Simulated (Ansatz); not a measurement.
Mulliken charges of `N[SiH]([GaH2])[TeH]` from PBE/def2-TZVPP in Ansatz (PBE0-D4/def2-TZVP geometry).

```tsv
atom	x (Å)	y (Å)	z (Å)	charge (e)
N1	-1.679	1.161	-0.362	-0.361
Si2	-0.513	-0.066	-0.557	0.183
Ga3	0.473	-1.257	1.228	0.038
Te4	2.011	0.769	-0.118	-0.081
H5	-1.826	1.885	-1.046	0.159
H6	-2.001	1.428	0.553	0.166
H7	-0.434	-0.396	-2.002	-0.039
H8	0.232	-0.627	2.641	-0.038
H9	1.162	-2.625	0.940	-0.031
H10	2.574	-0.272	-1.278	0.005
```

Task: By hand: the dipole of these point charges (1 e Å = 4.8032 D).

Result: Σ q r = (-0.270, 0.115, -0.047) e Å, of length 0.297 e Å = 1.43 D.

Task: How does the dipole of the full density compare? (Estimate.)

Result: Ansatz gave: (-0.320, 0.376, -0.204) e Å, 2.57 D; the point charges give 0.56 times that, at 29° from its direction.

Point charges leave out the atoms' own dipoles, such as those of lone pairs, and Mulliken's split depends on the basis, so the two needn't agree.
